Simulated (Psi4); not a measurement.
C2H4BClO2 (SMILES CC(=O)OBCl), singlet, at a GFN2-xTB geometry; MP2/def2-SVPD (Psi4 1.11).

Here is a job for Psi4.
```
memory 2 GB

molecule {
0 1
  B     1.21473670   -0.02019325    0.73757767
  Cl    0.11798235    0.44904454    1.96381279
  H     2.35787267   -0.13120691    0.96457739
  O     0.83427077   -0.19963522   -0.53487358
  C    -0.41042839   -0.32932320   -1.08964944
  C    -0.49796870    0.39054885   -2.40170389
  O    -1.26666194   -0.98565561   -0.58250026
  H    -1.45963502    0.19489023   -2.86593299
  H     0.30982656    0.05931489   -3.05021607
  H    -0.37793578    1.45918350   -2.23402337
}

set basis def2-svpd
set freeze_core true

energy('mp2')
print_variables()
```

It wrote (shortened):

```
    SCF Algorithm Type (re)set to DF.

   => Loading Basis Set <=

    Name: DEF2-SVPD
    Role: ORBITAL
    Keyword: BASIS

         ---------------------------------------------------------
                                   SCF
               by Justin Turney, Rob Parrish, Andy Simmonett
                          and Daniel G. A. Smith
                              RHF Reference
         ---------------------------------------------------------

  ==> Geometry <==

    Molecular point group: c1
    Full point group: C1

    Geometry (in Angstrom), charge = 0, multiplicity = 1:

       Center              X                  Y                   Z               Mass
    ------------   -----------------  -----------------  -----------------  -----------------
         B            1.209841252337    -0.009352641455     0.645292745246    11.009305360000
         CL           0.113086902337     0.459885148545     1.871527865246    34.968852682000
         H            2.352977222337    -0.120366301455     0.872292465246     1.007825032230
         O            0.829375322337    -0.188794611455    -0.627158504754    15.994914619570
         C           -0.415323837663    -0.318482591455    -1.181934364754    12.000000000000
         C           -0.502864147663     0.401389458545    -2.493988814754    12.000000000000
         O           -1.271557387663    -0.974815001455    -0.674785184754    15.994914619570
         H           -1.464530467663     0.205730838545    -2.958217914754     1.007825032230
         H            0.304931112337     0.070155498545    -3.142500994754     1.007825032230
         H           -0.382831227663     1.470024108545    -2.326308294754     1.007825032230

  Running in c1 symmetry.

  Rotational constants: A =      0.21422  B =      0.05720  C =      0.05096 [cm^-1]
  Rotational constants: A =   6422.16967  B =   1714.71479  C =   1527.79096 [MHz]
  Nuclear repulsion =  268.719424035278166

  Charge       = 0
  Multiplicity = 1
  Electrons    = 54
  Nalpha       = 27
  Nbeta        = 27

  ==> Algorithm <==

  SCF Algorithm Type is DF.
  DIIS enabled.
  MOM disabled.
  Fractional occupation disabled.
  Guess Type is SAD.
  Energy threshold   = 1.00e-08
  Density threshold  = 1.00e-08
  Integral threshold = 1.00e-12

  ==> Primary Basis <==

  Basis Set: DEF2-SVPD
    Blend: DEF2-SVPD
    Number of shells: 69
    Number of basis functions: 165
    Number of Cartesian functions: 177
    Spherical Harmonics?: true
    Max angular momentum: 2

   => Loading Basis Set <=

    Name: (DEF2-SVPD AUX)
    Role: JKFIT
    Keyword: DF_BASIS_SCF

  ==> Integral Setup <==

  SCF_SUBTYPE=INCORE selected. In-core MEM_DF algorithm will be used.
  Using in-core AOs.

  ==> MemDFJK: Density-Fitted J/K Matrices <==

    J tasked:                   Yes
    K tasked:                   Yes
    wK tasked:                   No
    Algorithm:                 Core
    Schwarz Cutoff:           1E-12
    Mask sparsity (%):       1.5868
    Fitting Condition:        1E-10

   => Auxiliary Basis Set <=

  Basis Set: (DEF2-SVPD AUX)
    Blend: DEF2-UNIVERSAL-JKFIT
    Number of shells: 187
    Number of basis functions: 579
    Number of Cartesian functions: 688
    Spherical Harmonics?: true
    Max angular momentum: 4

  Minimum eigenvalue in the overlap matrix is 7.6419184951E-05.
  Reciprocal condition number of the overlap matrix is 7.3777894156E-06.
    Using symmetric orthogonalization.

  ==> Pre-Iterations <==

  SCF Guess: Superposition of Atomic Densities via on-the-fly atomic UHF (no occupation information).

   -------------------------
    Irrep   Nso     Nmo
   -------------------------
     A        165     165
   -------------------------
    Total     165     165
   -------------------------

  ==> Iterations <==

                           Total Energy        Delta E     RMS |[F,P]|

   @DF-RHF iter SAD:  -710.97879325930057   -7.10979e+02   0.00000e+00
[...]
  Energy and wave function converged.

  ==> Post-Iterations <==

    Orbital Energies [Eh]
    ---------------------

    Doubly Occupied:

[...]
    Virtual:

[...]
    Final Occupation by Irrep:
              A
    DOCC [    27 ]
    NA   [    27 ]
    NB   [    27 ]

  @DF-RHF Final Energy:  -711.75772542136633

   => Energetics <=

    Nuclear Repulsion Energy =            268.7194240352781662
    One-Electron Energy =               -1512.9994278550871059
    Two-Electron Energy =                 532.5222783984424950
    Total Energy =                       -711.7577254213663309

Computation Completed

Properties will be evaluated at   0.000000,   0.000000,   0.000000 [a0]

Properties computed using the SCF density matrix

 Multipole Moments:

 ------------------------------------------------------------------------------------
     Multipole            Electronic (a.u.)      Nuclear  (a.u.)        Total (a.u.)
 ------------------------------------------------------------------------------------

 L = 1.  Multiply by 2.5417464519 to convert [e a0] to [Debye]
 Dipole X            :          1.0656784           -0.4995570            0.5661214
 Dipole Y            :         -0.5088147            1.1062320            0.5974173
 Dipole Z            :          8.5150728           -9.4172345           -0.9021617
 Magnitude           :                                                    1.2211865

 ------------------------------------------------------------------------------------

  //>>>>>>>>>>>>>>>>>>>>>>>>>>>>>>>>>>>//
  //               DFMP2               //
  //<<<<<<<<<<<<<<<<<<<<<<<<<<<<<<<<<<<//

   => Loading Basis Set <=

    Name: (DEF2-SVPD AUX)
    Role: RIFIT
    Keyword: DF_BASIS_MP2

	 --------------------------------------------------------
	                          DF-MP2
	      2nd-Order Density-Fitted Moller-Plesset Theory

	        Rob Parrish, Justin Turney, Andy Simmonett,
	           Ed Hohenstein, and C. David Sherrill
	 --------------------------------------------------------

   => Auxiliary Basis Set <=

  Basis Set: (DEF2-SVPD AUX)
    Blend: DEF2-SVPD-RI
    Number of shells: 160
    Number of basis functions: 490
    Number of Cartesian functions: 568
    Spherical Harmonics?: true
    Max angular momentum: 3

	 --------------------------------------------------------
	                 NBF =   165, NAUX =   490
	 --------------------------------------------------------
	   CLASS    FOCC     OCC    AOCC    AVIR     VIR    FVIR
	   PAIRS      10      27      17     138     138       0
	 --------------------------------------------------------

	-----------------------------------------------------------
	 ==================> DF-MP2 Energies <====================
	-----------------------------------------------------------
	 Reference Energy          =    -711.7577254213663309 [Eh]
	 Singles Energy            =      -0.0000000000000000 [Eh]
	 Same-Spin Energy          =      -0.2313204696333346 [Eh]
	 Opposite-Spin Energy      =      -0.6513942128966124 [Eh]
	 Correlation Energy        =      -0.8827146825299470 [Eh]
	 Total Energy              =    -712.6404401038962533 [Eh]
	-----------------------------------------------------------
	 ================> DF-SCS-MP2 Energies <==================
	-----------------------------------------------------------
	 SCS Same-Spin Scale       =       0.3333333333333333 [-]
	 SCS Opposite-Spin Scale   =       1.2000000000000000 [-]
	 SCS Same-Spin Energy      =      -0.0771068232111115 [Eh]
	 SCS Opposite-Spin Energy  =      -0.7816730554759348 [Eh]
	 SCS Correlation Energy    =      -0.8587798786870463 [Eh]
	 SCS Total Energy          =    -712.6165053000534044 [Eh]
	-----------------------------------------------------------

  Variable Map:
  ----------------------------------------------------------------------------
[...]
  Array Variable Map:
  ----------------------------------------------------------------------------
[...]
[...]
```
